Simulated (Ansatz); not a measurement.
`[Cl][Al]([Cl])[Br]` + ethylmethylamine → `CC[N](C)[Al]([Cl])[Cl]` + HBr  (ligand exchange at the Al–Br bond)

Computed with Ansatz on PBE0-D4/def2-TZVP structures; ΔE is electronic, products minus reactants. CBS: MP2 limit from def2 TZ/QZ plus the TZ coupled-cluster correction, frozen cores. Functionals use def2-TZVPP. For Br outer-core shells are correlated without core-valence functions, which leaves a few kJ/mol of doubt a bond. Scalar relativity is left out up to krypton. One conformer a species, not always the lowest.

`[Cl][Al]([Cl])[Br]`:

Cartesian coordinates in Å:
```
Cl -2.079 -0.049 0.192
Al -0.021 0.003 -0.029
Cl 0.801 0.240 -1.914
Br 1.299 -0.195 1.751
```

`CCNC`:

Cartesian coordinates in Å:
```
C -0.622 -0.880 -1.518
C -0.589 -0.013 -0.278
N 0.677 -0.134 0.412
C 0.777 0.724 1.570
H -0.437 -1.925 -1.261
H -1.590 -0.810 -2.018
H 0.144 -0.569 -2.235
H -1.378 -0.329 0.415
H -0.821 1.034 -0.549
H 1.431 0.069 -0.233
H 1.770 0.635 2.015
H 0.588 1.791 1.357
H 0.050 0.407 2.323
```

`CC[N](C)[Al]([Cl])[Cl]`:

Z-matrix (Å, degrees):
```
C
C 1 1.520
H 1 1.093 2 110.3
H 1 1.093 2 110.6 3 -119.6
H 1 1.092 2 111.9 3 119.7
N 2 1.453 1 114.2 3 179.6
H 2 1.094 1 108.9 3 57.9
H 2 1.100 1 109.5 3 -58.0
Al 6 1.754 2 122.8 1 -109.3
C 6 1.448 2 114.1 1 70.9
Cl 9 2.086 6 120.3 2 0.1
Cl 9 2.086 6 120.6 2 -179.6
H 10 1.098 6 110.8 2 56.3
H 10 1.096 6 112.4 2 -64.2
H 10 1.092 6 110.6 2 175.8
```

HBr:

```xyz
2

Br    0.286    0.645   -0.085
H    -0.286   -0.645    0.085
```

Q: Is it downhill or uphill in electronic energy at CCSD(T)/CBS, and by how much? (Best estimate.)

A: Computed: Uphill: ΔE = +15.0 kcal/mol.

Q: What do these levels give: r2SCAN-D4, ωB97X-V, PBE0, SCS-MP2/def2-TZVPP, CCSD/def2-TZVPP, MP2/CBS(def2)? (Best estimate.)

A: Computed: r2SCAN-D4 15.2, ωB97X-V 14.9, PBE0 17.2, SCS-MP2/def2-TZVPP 14.1, CCSD/def2-TZVPP 14.4, MP2/CBS(def2) 15.3 kcal/mol.

Largest T1 diagnostic among the species: 0.010.

From PBE to PBE0 (25 % exact exchange), in def2-TZVPP and without D4, ΔE moves by +1.1 kcal/mol. The D4 term adds −2.6 kcal/mol with B3LYP and −1.6 kcal/mol with PBE0; it sums over pairs of atoms, weighted by their polarisabilities, and B3LYP, whose exchange is more repulsive, gets the larger term.

B3LYP here is the variant with VWN-RPA as its local correlation; programs differ in this.
